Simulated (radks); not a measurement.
Results of a calculation; reference values are marked as such.
Hg1.25+, 78.75 electrons, occupied as [Xe] 4f14 6s2 5d(up 4.75, down 4) (fractional occupations, a model configuration).

Level of theory: scalar-relativistic Kohn-Sham, PBE, spin-polarised, spherical densities, point nucleus (a radial shooting solver on a logarithmic mesh with Libxc functionals).

Energy parts (eV):
part                       energy
total                  -533940.02
kinetic                 599578.58
electron-nucleus      -1329136.46
Hartree                 205678.75
exchange-correlation    -10060.89

Orbitals (lengths in bohr, moments of r in powers of bohr):
| orbital | occ. | eigenvalue (eV) | <r^4> |
|---|---|---|---|
| 1s up | 1 | -83204.53 | 3.988e-07 |
| 1s down | 1 | -83204.53 | 3.988e-07 |
| 2s up | 1 | -14759.81 | 0.00005817 |
| 2s down | 1 | -14759.74 | 0.00005817 |
| 2p up | 3 | -12727.48 | 0.00004760 |
| 2p down | 3 | -12727.43 | 0.00004760 |
| 3s up | 1 | -3515.019 | 0.002098 |
| 3s down | 1 | -3514.994 | 0.002098 |
| 3p up | 3 | -2927.980 | 0.002319 |
| 3p down | 3 | -2927.952 | 0.002319 |
| 3d up | 5 | -2311.128 | 0.001782 |
| 3d down | 5 | -2311.081 | 0.001782 |
| 4s up | 1 | -785.6198 | 0.04661 |
| 4s down | 1 | -785.5579 | 0.04661 |
| 4p up | 3 | -593.2007 | 0.06249 |
| 4p down | 3 | -593.1434 | 0.06248 |
| 4d up | 5 | -365.1089 | 0.08568 |
| 4d down | 5 | -365.0424 | 0.08562 |
| 4f up | 7 | -112.2494 | 0.1591 |
| 4f down | 7 | -112.1583 | 0.1585 |
| 5s up | 1 | -134.4720 | 1.191 |
| 5s down | 1 | -134.0691 | 1.188 |
| 5p up | 3 | -82.5914 | 2.188 |
| 5p down | 3 | -82.1050 | 2.185 |
| 5d up | 4.75 | -24.8358 | 9.734 |
| 5d down | 4 | -24.3289 | 9.936 |
| 6s up | 1 | -18.4971 | 63.12 |
| 6s down | 1 | -18.2537 | 64.68 |

The highest occupied level is 6s down at -18.254 eV. Summed over all electrons, <r^2> = 51.11 bohr^2, which gives a Langevin (diamagnetic) susceptibility term of -40.5 x 10^-6 cm^3/mol.
